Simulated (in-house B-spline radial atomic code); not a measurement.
Orbital energies and mean radii along the 53-electron series, configuration [Kr] 4d10 4f5 5s2. The effective charge is n√(-2ε), a non-relativistic measure. Computed with a radial B-spline atomic code at the basis-set limit: non-relativistic Hartree-Fock, average of the configuration, point nuclei.

This level leaves out relativity, spin-orbit splitting included, which matters for heavy ions.

```csv
ion,Z,energy of 4d (Eh),mean radius of 4d (bohr),energy of 4s (Eh),mean radius of 4s (bohr),energy of 4p (Eh),mean radius of 4p (bohr),energy of 5s (Eh),mean radius of 5s (bohr),effective charge of 4d
Eu10+,63,-11.768,0.64121,-18.802,0.59426,-16.27,0.60951,-6.6584,1.2913,19.406
Gd11+,64,-13.16,0.62134,-20.435,0.58027,-17.821,0.59401,-7.54,1.2414,20.521
Tb12+,65,-14.624,0.60263,-22.143,0.56684,-19.444,0.57919,-8.4667,1.1955,21.633
```
